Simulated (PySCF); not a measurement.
Magnetic shielding above rings: a mixed set.

Probes without a nucleus sit at each ring's centroid and 1 Å off its mean plane on both sides; NICS is minus the shielding there, NICSzz its component along the normal. Level: GIAO PBE0/pcSseg-1 (PySCF, non-relativistic, gas phase) on the GFN2-xTB geometries, one conformer each. Atom numbers follow the mapped SMILES.

**Question.** Order these rings by mean NICS(1)zz, lowest (most negative) first (ppm).
A. ring C8–C9–C10–C11 in `[CH3:1][P@H+:2]([C:3]([F:4])=[C:5]([F:6])[F:7])[CH:8]1[CH2:9][CH2:10][CH2:11]1` (charge +1)
B. ring C3–C4–C5 in `[CH3:1][O:2][C@@H:3]1[CH2:4][C@@:5]1([CH3:6])[C+:7]([CH3:8])[CH3:9]` (charge +1)
C. ring P2–P3–P4–P6 in `[SiH3:1][P:2]1[PH:3][P:4]([SiH3:5])[PH:6]1`
D. ring C1–C2–N3–N4–C10 in `[cH:1]1[cH:2][n:3][n:4]([CH:5]2[CH2:6][CH2:7][CH2:8][CH2:9]2)[cH:10]1`
E. ring C5–C6–P7–C8–O9 in `[CH3:1][O:2][C:3](=[O:4])[c:5]1[cH:6][p:7][cH:8][o:9]1`
F. ring N4–N5–C6–C7–C8 in `[CH2:1]=[CH:2][CH2:3][n:4]1[n:5][cH:6][cH:7][c:8]1[CH2:9][CH3:10]`
G. ring N2–C3–C4–C5–N7 in `[CH3:1][N:2]1[CH2:3][CH2:4][C@@H:5]([SiH3:6])[N:7]1[CH3:8]`

**Answer.** D (-31.0), F (-29.8), E (-26.4), B (-15.9), G (-7.4), A (4.2), C (19.4).

```csv
SMILES,ring,NICS(0),NICS(1),NICS(1)zz,HOMA,rms pucker (Å),ring atoms with four or more neighbours
c1cnn(C2CCCC2)c1,5-membered ring with 2 N; formal bonds all aromatic,-13.6,-12.1,-31.0,0.97,0.00,0
C=CCn1nccc1CC,5-membered ring with 2 N; formal bonds all aromatic,-13.0,-11.6,-29.8,0.96,0.00,0
COC(=O)c1cpco1,5-membered ring with O and P; formal bonds all aromatic,-11.5,-11.3,-26.4,0.58,0.00,0
CO[C@@H]1C[C@@]1(C)[C+](C)C,3-membered carbocycle; formal bonds all single,-38.3,-5.5,-15.9,–,0.00,3
CN1CC[C@@H]([SiH3])N1C,5-membered ring with 2 N; formal bonds all single,-8.6,-4.0,-7.4,–,0.15,3
C[P@H+](C(F)=C(F)F)C1CCC1,4-membered carbocycle; formal bonds all single,1.0,0.1,4.2,–,0.07,4
[SiH3]P1PP([SiH3])P1,4-membered ring with 4 P; formal bonds all single,4.2,3.3,19.4,–,0.21,0
```

NICS(0) gives another order. The isotropic NICS(1) gives the same order. HOMA uses Krygowski's 1993 parameters; it is left out where a ring has a four-coordinate atom, a triple bond, no multiple bond or a kind of bond without parameters. NICS(1) and NICS(1)zz are means over the two faces.
